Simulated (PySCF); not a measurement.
A calculated (M06-L, PySCF 2.14, x2c-TZVPall, the spin-free X2C one-electron Hamiltonian (Gaussian nucleus)) atom or ion has these occupied shells.

```json
{"shell": "1s α", "electrons": "1", "orbital energy (eV)": "-4419.2", "rms radius, mean of both spins (bohr)": "0.0845"}
{"shell": "1s β", "electrons": "1", "orbital energy (eV)": "-4419.1", "rms radius, mean of both spins (bohr)": "0.0845"}
{"shell": "2s α", "electrons": "1", "orbital energy (eV)": "-489.71", "rms radius, mean of both spins (bohr)": "0.371"}
{"shell": "2s β", "electrons": "1", "orbital energy (eV)": "-489.38", "rms radius, mean of both spins (bohr)": "0.371"}
{"shell": "2p α", "electrons": "3", "orbital energy (eV)": "-400.22", "rms radius, mean of both spins (bohr)": "0.341"}
{"shell": "2p β", "electrons": "3", "orbital energy (eV)": "-399.94", "rms radius, mean of both spins (bohr)": "0.341"}
{"shell": "3s α", "electrons": "1", "orbital energy (eV)": "-64.666", "rms radius, mean of both spins (bohr)": "1.15"}
{"shell": "3s β", "electrons": "1", "orbital energy (eV)": "-63.740", "rms radius, mean of both spins (bohr)": "1.15"}
{"shell": "3p α", "electrons": "3", "orbital energy (eV)": "-42.015", "rms radius, mean of both spins (bohr)": "1.26"}
{"shell": "3p β", "electrons": "3", "orbital energy (eV)": "-41.047", "rms radius, mean of both spins (bohr)": "1.26"}
{"shell": "3d α", "electrons": "1", "orbital energy (eV)": "-10.423", "rms radius, mean of both spins (bohr)": "1.97"}
{"shell": "4s α", "electrons": "1", "orbital energy (eV)": "-10.115", "rms radius, mean of both spins (bohr)": "3.53"}
```

Task: Name the element and its charge.

Result: Sc+ (scandium, charge +1), in [Ar] 3d1 4s1, high-spin 3D determinant.
